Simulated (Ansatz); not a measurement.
Conformers of `C[O][Al]([F])[SH]`, each relaxed with PBE0-D4/def2-TZVP in Ansatz. CBS adds the triple-zeta coupled-cluster correction to the MP2 limit.

Not all of them had a frequency check.

Conformer A:

```xyz
9

C     0.215   -1.739   -0.418
O    -0.092   -0.382   -0.567
Al   -0.099    1.019    0.331
F     0.366    1.039    1.910
S    -0.739    2.855   -0.612
H     0.563   -1.978    0.593
H    -0.671   -2.345   -0.629
H     0.998   -2.023   -1.128
H    -0.540    3.555    0.519
```

Conformer B:

Cartesian coordinates in Å:
```
C -1.024 0.921 0.504
O -0.472 0.404 -0.669
Al 0.718 -0.667 -1.136
F 0.958 -0.923 -2.738
S 1.983 -1.756 0.244
H -0.569 0.496 1.408
H -2.097 0.712 0.536
H -0.887 2.007 0.536
H 1.391 -1.195 1.314
```

Problem. Which is lowest in electronic energy at CCSD(T)/CBS (frozen core, def2 sets), and by how much? (Estimate.)

Solution. Ansatz gave: A; B lies 2.3 kJ/mol higher.

Problem. Give the energies relative to A (kJ/mol) with PBE0-D4/def2-TZVPP, r2SCAN/def2-TZVPP, PBE0/def2-TZVPP, MP2/def2-TZVPP, CCSD/def2-TZVPP, HF/CBS(def2), MP2/CBS(def2). (An estimate is asked.)

Solution. Ansatz gave: 
| level | B |
| --- | --- |
| PBE0-D4/def2-TZVPP | 2.8 |
| r2SCAN/def2-TZVPP | 3.1 |
| PBE0/def2-TZVPP | 3.5 |
| MP2/def2-TZVPP | 3.0 |
| CCSD/def2-TZVPP | 3.1 |
| HF/CBS(def2) | 3.9 |
| MP2/CBS(def2) | 2.4 |
